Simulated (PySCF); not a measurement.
# Worked example: chemical shift, span and skew from a shielding tensor

SeF4, SMILES F[Se](F)(F)F. Atoms are numbered in the order given.

```xyz
5

Se     0.0000     0.0000     0.3264
F      1.1538     1.1538    -0.3083
F      1.1538    -1.1538    -0.3083
F     -1.1538    -1.1538    -0.3083
F     -1.1538     1.1538    -0.3083
```

Geometry: PBE0-D3(BJ)/def2-SVP. The geometry has at least one imaginary mode, so it is a saddle point at that level. The isomer is the one that the SMILES or the coordinates give; other isomers of the formula were not compared.

GIAO shieldings from PySCF with HF/pcSseg-1, non-relativistic, no solvent. The symmetric part of the tensor of F2 has the principal values -30.5, 151.1, 368.9 ppm. The same nucleus in CFCl3 has σ = 238.5 ppm at this level (PySCF, at its B3LYP-D3(BJ)/def2-TZVP geometry).

**Question.** Work out the isotropic shielding, the ¹⁹F shift against CFCl3, the span and the skew.

**Answer.** 
σ(iso) = (σ11 + σ22 + σ33)/3 = 163.2 ppm. δ = σ(ref) − σ(iso) = 238.5 − (163.2) = 75.3 ppm.
Span Ω = σ33 − σ11 = 399.4 ppm. Skew κ = 3(σ(iso) − σ22)/Ω = 0.09. Tumbling in solution averages the tensor to δ; in a static solid the shielding alone would spread this spin-1/2 line over Ω.
